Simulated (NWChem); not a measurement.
Species: CH$_{3}$BrOPb, singlet; SMILES C[O][Pb][Br]

```xyz
7

Pb     0.5277    -0.5882    -0.0028
Br    -0.6166     1.8269     0.0020
O     -1.2244    -1.7932     0.0010
C     -2.5702    -1.3856     0.0033
H     -2.7027    -0.2777     0.0096
H     -3.0960    -1.7863    -0.8955
H     -3.0956    -1.7964     0.8978
```
Atoms are numbered in this order, from 1.

Level: PBE-D3(BJ)/def2-SVP with def2 effective core potentials on Pb (NWChem), optimised geometry, unscaled harmonic frequencies. Low-valent species are run as closed-shell singlets; no triplet was tried in these runs. This build's default masses of Se (78.918 u) and Br (79.917 u) are each other's, which moves their modes by up to 0.6 %. def2 effective core potentials on Pb; no spin-orbit coupling.

| frequency (cm⁻¹) | IR intensity (km/mol) |
|---|---|
| 89 | 1.6 |
| 110 | 0.0 |
| 136 | 12.7 |
| 198 | 16.9 |
| 233 | 11.2 |
| 450 | 48.7 |
| 1080 | 141.2 |
| 1118 | 1.0 |
| 1137 | 2.9 |
| 1404 | 29.2 |
| 1411 | 15.9 |
| 1414 | 0.5 |
| 2894 | 118.8 |
| 2971 | 41.7 |
| 2976 | 21.2 |

```
Quantity                                                                            Value
-----------------------------------------------------------------------  ----------------
zero-point energy                                                           25.2 kcal/mol
thermal correction to the enthalpy at 298.15 K (with zero-point energy)     29.8 kcal/mol
heat capacity Cv                                                         17.9 cal/(mol K)
entropy at 298.15 K and 1 atm (symmetry number 1)                        87.3 cal/(mol K)
```

Rigid rotor and harmonic oscillator; modes under 100 cm⁻¹ make the entropy uncertain.
